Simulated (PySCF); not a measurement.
(E)-1-chloro-3,3-difluoroprop-1-ene (C3H3ClF2), SMILES FC(F)/C=C/Cl.

Geometry optimised at PBE-D3(BJ)/def2-SVP. Other conformers were not sampled.

These are PySCF with B3LYP/def2-TZVP values and carry that method's errors.

The molecule is in vacuum.

```yaml
total_energy: -776.14719 hartree
highest_occupied_level: -7.70 eV
lowest_empty_level: -1.19 eV
orbital_gap: 6.52 eV
dipole_moment: 1.49 D
quadrupole, principal values (traceless, Buckingham form, about the centre of nuclear charge): -7.10, 1.00, 6.10 D·Å
mean_static_polarisability: 51.1 bohr³ (7.58 Å³)
polarisability_principal_values: 35.5, 44.2, 73.7 bohr³
```
